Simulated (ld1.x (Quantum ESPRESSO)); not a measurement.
# PBEsol PAW dataset for chromium, scalar-relativistic all-electron reference.

ld1.x (Quantum ESPRESSO) 7.5 was run on this input:

```
&input
   title='Cr', zed=24., rel=1, dft='PBESOL', iswitch=3,
   config='[Ar] 3d4 4s2 4p0',
   nld=3, rlderiv=2.60, eminld=-8.0, emaxld=5.0, deld=0.04
 /
 &inputp
   pseudotype=3, lpaw=.true., tm=.true., lloc=-2, rcloc=1.40,
   nlcc=.true., new_core_ps=.true.,
   which_augfun='PSQ', rmatch_augfun_nc=.true.,
   file_pseudopw='Cr.UPF', file_wfcaegen='ae.wfc', file_wfcncgen='nc.wfc', file_beta='beta', file_chi='chi', file_wfcusgen='us.wfc'
 /
6
3S  1  0   2.00   0.00  1.30  1.75  0.0
4S  2  0   2.00   0.00  1.30  1.75  0.0
3P  2  1   6.00   0.00  1.50  1.90  0.0
4P  3  1   0.00   0.00  1.50  1.90  0.0
3D  3  2   4.00   0.00  1.75  2.40  0.0
3D  3  2   0.00   2.85  1.75  2.40  0.0
 &test
   configts(1)='3s2 3p6 3d4 4s2 4p0'
 /
```

Command:

```bash
ld1.x < Cr.in > Cr.out
```

The program printed (shortened: banner, matrices, multipoles, cross overlaps and the repeated all-electron block are left out):

```
Program LD1 v.7.5
     --------------------------- All-electron run ----------------------------

     Cr
     scalar relativistic calculation

     atomic number is 24.00
     dft =PBESOL   lsd =0 sic =0 latt =0  beta=0.20 tr2=1.0E-14
     Exchange-correlation= PBESOL
                           (   1   4  10   8   0   0   0)
     mesh =1183 r(mesh) =  99.18097 a.u. xmin = -7.00 dx = 0.01250
     1 Ry =  13.60569312 eV, c = 137.03599908

     n l     nl                  e(Ry)          e(Ha)          e(eV)
     1 0     1S 1( 2.00)      -432.0427      -216.0213     -5878.2399
     2 0     2S 1( 2.00)       -49.3039       -24.6520      -670.8143
     2 1     2P 1( 6.00)       -41.5053       -20.7527      -564.7085
     3 0     3S 1( 2.00)        -5.7142        -2.8571       -77.7458
     3 1     3P 1( 6.00)        -3.6136        -1.8068       -49.1662
     3 2     3D 1( 4.00)        -0.4422        -0.2211        -6.0162
     4 0     4S 1( 2.00)        -0.3622        -0.1811        -4.9281
     4 1     4P 1( 0.00)        -0.1022        -0.0511        -1.3900

     final scf error:  3.2E-15 reached in  31 iterations

     Etot =   -2098.913967 Ry,   -1049.456984 Ha,  -28557.179328 eV

     Ekin =    2119.925470 Ry,    1059.962735 Ha,   28843.055387 eV
     Encl =   -5004.957441 Ry,   -2502.478720 Ha,  -68095.915029 eV
     Eh   =     880.810151 Ry,     440.405076 Ha,   11984.032620 eV
     Exc  =     -94.692148 Ry,     -47.346074 Ha,   -1288.352306 eV

     normalization and overlap integrals

     s(1S/1S) =  1.000000  <r> =   0.0636  <r2> =    0.0054  r(max) =   0.0417
     s(2S/2S) =  1.000000  <r> =   0.2934  <r2> =    0.1017  r(max) =   0.2428
     s(2P/2P) =  1.000000  <r> =   0.2601  <r2> =    0.0833  r(max) =   0.1988
     s(3S/3S) =  1.000000  <r> =   0.8979  <r2> =    0.9308  r(max) =   0.7764
     s(3P/3P) =  1.000000  <r> =   0.9573  <r2> =    1.0816  r(max) =   0.7961
     s(3D/3D) =  1.000000  <r> =   1.3236  <r2> =    2.3760  r(max) =   0.8162
     s(4S/4S) =  1.000000  <r> =   3.1999  <r2> =   11.8650  r(max) =   2.6103
     s(4P/4P) =  1.000000  <r> =   4.5606  <r2> =   24.8616  r(max) =   3.4797

     ------------------------ End of All-electron run ------------------------

     --------------------- Generating PAW atomic setup --------------------

      Generating local potential from pseudized AE potential:
      Matching radius rcloc =   1.4000
      Enforcing V''(0)=0 (lloc=-2)

      Local pseudo, rcloc= 1.415 Estimated cut-off energy=    15.77 Ry

      Computing core charge for nlcc:

       r > 0.45 : true rho core
      Core charge pseudized with two Bessel functions
      Integrated core pseudo-charge :   6.72
      Wfc-us  3S rcutus= 1.772  Estimated cut-off energy=    17.96 Ry
      Wfc-us  4S rcutus= 1.772  Estimated cut-off energy=    37.12 Ry
      Wfc-us  3P rcutus= 1.910  Estimated cut-off energy=    23.79 Ry
      Wfc-us  4P rcutus= 1.910  Estimated cut-off energy=    45.19 Ry
      Wfc-us  3D rcutus= 2.392  Estimated cut-off energy=    20.58 Ry
      Wfc-us  3D rcutus= 2.392  Estimated cut-off energy=    20.61 Ry

     Required augmentation: PSQ   radius:    2.400000

     Q pseudized with Bessel functions
     Expected ecutrho=     212.9330 due to l1=  0   l2=  2

     Estimated PAW energy = -245.349451 Ryd

     ------------------- End of pseudopotential generation -------------------

     Computing logarithmic derivative in   2.59404
     Computing logarithmic derivative in   2.59404
     Computing the partial wave expansion
     R is outside the sphere for l=    0 j= 0.00
     R is outside the sphere for l=    0 j= 0.00
     R is outside the sphere for l=    1 j= 0.00
     R is outside the sphere for l=    1 j= 0.00
     R is outside the sphere for l=    2 j= 0.00
     R is outside the sphere for l=    2 j= 0.00

     ---------------------- Testing the pseudopotential ----------------------

     Cr
     scalar relativistic calculation

     atomic number is 24.00   valence charge is 14.00
     dft = SLA  PW   PSX  PSC   lsd =0 sic =0 latt =0  beta=0.20 tr2=1.0E-14
     mesh =1183 r(mesh) =  99.18097 xmin = -7.00 dx = 0.01250

     n l     nl             e AE (Ry)        e PS (Ry)    De AE-PS (Ry)
     1 0     3S   1( 2.00)       -5.71421       -5.71417       -0.00003
     2 1     3P   1( 6.00)       -3.61365       -3.61362       -0.00003
     3 2     3D   1( 4.00)       -0.44218       -0.44216       -0.00002
     2 0     4S   1( 2.00)       -0.36221       -0.36221       -0.00000
     3 1     4P   1( 0.00)       -0.10217       -0.10216       -0.00000

     eps = 3.6E-16  iter =  6

     Etot =   -2098.913967 Ry,   -1049.456984 Ha,  -28557.179328 eV
     Etotps =  -245.349444 Ry,    -122.674722 Ha,   -3338.149248 eV

     Ekin =     199.982438 Ry,      99.991219 Ha,    2720.899688 eV
     Encl =    -494.359522 Ry,    -247.179761 Ha,   -6726.103952 eV
     Ehrt =     143.719883 Ry,      71.859942 Ha,    1955.408624 eV
     Ecxc =     -94.692244 Ry,     -47.346122 Ha,   -1288.353608 eV
     (Ecc =     -29.354411 Ry,     -14.677206 Ha,    -399.387109 eV)

     ---------------------- End of pseudopotential test ----------------------
```

Generation and configuration tests took about 2 s on one core of a shared server CPU.
